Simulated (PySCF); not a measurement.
# Löwdin shares of the frontier orbitals

Species: C3H7ClSi.
Geometry (GFN2-xTB, Å), atoms numbered from 1 in this order:
```xyz
12
C3H7ClSi angstrom
C     -1.5352   -0.5186    0.3491
C     -0.9332    0.7721   -0.0843
C      0.3495    0.9798   -0.3620
Si     1.7470   -0.2777   -0.2907
Cl     2.0204   -0.9054    1.6182
H     -2.3309   -0.8088   -0.3369
H     -0.7942   -1.3115    0.3910
H     -1.9818   -0.4029    1.3367
H     -1.6409    1.5919   -0.1606
H      0.6346    1.9808   -0.6639
H      2.9860    0.3666   -0.7221
H      1.4799   -1.4671   -1.1004
```

Computed, not measured: TDDFT CAM-B3LYP/def2-SVPD, vertical, gas phase, core orbitals frozen in the response (PySCF 2.14.0, density-fitted response routines).

Frontier orbitals with the atoms that hold most of them (Löwdin shares over 4%, at most four atoms; ? is withheld):

```csv
orbital,ε (eV),atoms
HOMO-3,-11.31,"Cl5 48%, Si4 11%, C3 11%, C2 11%"
HOMO-2,-10.20,"Cl5 61%, Si4 17%, H11 11%, H12 7%"
HOMO-1,-9.92,"Cl5 37%, C3 20%, Si4 15%, C2 7%"
HOMO,-9.10,?
LUMO,?,?
LUMO+1,1.23,"Si4 31%, C1 10%, C2 10%, C3 8%"
LUMO+2,1.73,"Cl5 23%, Si4 21%, H12 13%, C3 8%"
```

Question: Which atoms hold the LUMO, and with what shares?

Answer: C2 (bonded to 2 C and H) 24%; C3 (bonded to C, Si and H) 22%; Si4 (bonded to C, Cl and 2 H) 20%; Cl5 (bonded to Si) 11%. By element: carbon 46% or more, silicon 20%, chlorine 11%.

Question: Give the leading atoms of the HOMO.

Answer: C3 (bonded to C, Si and H) 38%; C2 (bonded to 2 C and H) 32%; C1 (bonded to C and 3 H) 8%; Cl5 (bonded to Si) 5%. By element: carbon 78%, chlorine 5%.

Question: What is the LUMO energy, and the HOMO–LUMO gap?

Answer: ε(LUMO) = 0.27 eV; the gap is 9.37 eV (0.3443 hartree).

Question: The HOMO–LUMO gap is 9.37 eV. Where does the response calculation put the lowest singlet, and from which orbitals?

Answer: S1 is at 6.47 eV (f = 0.038), 2.90 eV below the gap, made of HOMO-1→LUMO (76%), HOMO→LUMO (13%). Its leading pair isn't HOMO and LUMO; the energies of that pair differ by 10.19 eV. Without the coupling terms of the response equations the lowest excitation would equal the gap.

Question: Give energy, strength and leading configuration of S1, S2, S3 and S4, and follow the Löwdin shares of the leading atoms from the occupied to the empty orbital.

Answer: 
- S1 (6.47 eV, f 0.038), HOMO-1→LUMO (76%): Cl5 37% → 11%, C3 20% → 22%, C2 7% → 24%
- S2 (6.57 eV, f 0.281), HOMO→LUMO (84%): C3 38% → 22%, C2 32% → 24%
- S3 (7.26 eV, f 0.0042), HOMO-2→LUMO (92%): Cl5 61% → 11%, Si4 17% → 20%, C2 at most 5% → 24%, C3 at most 5% → 22%
- S4 (7.32 eV, f 0.014), HOMO→LUMO+1 (77%): C3 38% → 8%, C2 32% → 10%, Si4 at most 6% → 31%, C1 8% → 10%

Löwdin shares depend on the basis, the more so with diffuse functions.

The run took 33 s of wall time on an Intel Xeon at 2.70 GHz with one thread, on a shared host, and the process peaked at 0.73 GiB of memory.

One conformer stands for the species.
